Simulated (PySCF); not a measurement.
**Se: ionisation energy**

Se [Ar] 3d10 4s2 4p4 [4p1/2^2 4p3/2^2, M_J = 2] → Se⁺ [Ar] 3d10 4s2 4p3 [4p1/2^2 4p3/2^1, M_J = 3/2], as a difference of total energies. Calculation: PySCF 2.14, in x2c-SVPall-2c with one added diffuse shell each of s, p, d type (6s7p4d, 47 functions); the two-component X2C-1e Hamiltonian. Correlated levels: [Ne] frozen; the 6 highest virtual spinors dropped. "Screened" scales the spin-orbit matrix elements by Boettger's factors to mimic the two-electron term; Breit and QED terms are absent.

| method | ionisation energy (eV) |
| --- | --- |
| GHF (spin-free) | 8.488 |
| GMP2 (spin-free) | 9.128 |
| GHF (screened spin-orbit) | 8.605 |
| GMP2 (screened spin-orbit) | 9.239 |

The spin-free rows relax to the high-spin LS determinant and lack the spin-orbit shift.

Errors of the correlated levels include the incompleteness of this basis and the frozen core.

The labels give the starting determinants; with spin-orbit coupling the two ends relaxed to ⟨J²⟩ = 6.01, ⟨L²⟩ = 2.07, ⟨S²⟩ = 1.97 and ⟨J²⟩ = 3.75, ⟨L²⟩ = 0.01, ⟨S²⟩ = 3.73.

Problem. Which method comes closest to the reference value, and which is furthest?

Solution. The reference is 9.752 eV (measured; NIST Atomic Spectra Database, ionization energies). Closest: GMP2 (screened spin-orbit) (error -0.513 eV); furthest: GHF (spin-free) (error -1.264 eV).
